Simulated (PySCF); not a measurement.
This script is equivalent to a calculation on Ga⁺ (gallium, charge +1).

```python
from pyscf import gto, scf, dft, mp, cc
import basis_set_exchange as bse
mol = gto.M(atom="Ga 0 0 0", charge=1, spin=0, symmetry="D2h",
            basis=gto.basis.parse(bse.get_basis("aug-cc-pVDZ-DK", elements=["Ga"], fmt="nwchem", header=False)),
            nucmod="G")
mf = scf.UHF(mol).sfx2c1e()
mf.irrep_nelec = {'Ag': (6, 6), 'B1g': (1, 1), 'B2g': (1, 1), 'B3g': (1, 1), 'B1u': (2, 2), 'B2u': (2, 2), 'B3u': (2, 2)}
mf.kernel()
```

**Question.** What total energy does it give?

**Answer.** -1941.88183 hartree (calculated).

**Question.** Which occupied shell lies highest, and where?

**Answer.** 4s, at -19.064 eV.
